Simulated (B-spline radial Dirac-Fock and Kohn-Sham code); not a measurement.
**Dipole and non-dipole photoemission parameters of Te⁺ 4d3/2**

System: the Te⁺ ion, 1s2 2s2 2p6 3s2 3p6 3d10 4s2 4p6 4d10 5s2 5p3; threshold 59.79 eV (orbital energy of the model). These are calculated numbers from a radial atomic solver; the model is Dirac-Hartree-Slater photoionisation with a Latter tail; cross sections with all multipoles, angular parameters from the dipole term and its interference with E2.

Input file task.json (cfg lists n, l and occupation; rrms is the nuclear radius in fm):

```json
{"items": [{
  "Z": 52,
  "q": 1,
  "cfg": [[1, 0, 2], [2, 0, 2], [2, 1, 6], [3, 0, 2], [3, 1, 6], [3, 2, 10], [4, 0, 2], [4, 1, 6], [4, 2, 10], [5, 0, 2], [5, 1, 3]],
  "A": 130,
  "rrms": 4.7423,
  "do": "xps",
  "hv": [54.3, 56.1, 57.4, 60, 65.6, 69.0, 100, 150, 164.0, 173.0, 300, 391.0, 419.0, 500.0, 553.0, 684.0, 1000.0, 1020.0, 2000, 2290.0, 2984.4, 3890.0, 4140.0, 6000, 6460.0, 7030.0, 8090.0, 10600.0, 11200.0, 15000]
}]}
```

Command: `python xray2_run.py task.json out`

```
hν (eV)  σ (kb)       β       γ       δ
     69   24600   0.369  -0.008   0.000
    100    1910   1.494  -0.079  -0.006
    150     137  -0.438  -0.236   0.091
    164     162  -0.844  -0.031   0.072
    173     187  -0.768   0.046   0.056
    300       ?       ?       ?       ?
    391     265   0.896   0.006  -0.004
    419     246   0.958  -0.006  -0.002
    500     195   1.087  -0.027   0.002
    553     168   1.146  -0.031   0.005
    684     116   1.242  -0.021   0.011
   1000    52.8   1.332   0.064   0.024
   1020    50.5   1.334   0.071   0.025
   2000    9.21   1.301   0.410   0.055
   2290    6.29   1.273   0.499   0.064
 2984.4    2.88   1.204   0.685   0.085
   3890    1.26   1.120   0.881   0.113
   4140    1.03   1.098   0.929   0.120
   6000   0.299   0.960   1.209   0.179
   6460   0.232   0.931   1.262   0.194
   7030   0.172   0.897   1.322   0.211
   8090   0.104   0.841   1.418   0.244
  10600  0.0388   0.734   1.588   0.320
  11200  0.0316   0.713   1.620   0.337
  15000  0.0104   0.599   1.768   0.443
```

Question: Give the values at 300 eV.

Answer: σ = 318 kb, β = 0.588, γ = 0.067, δ = -0.004.
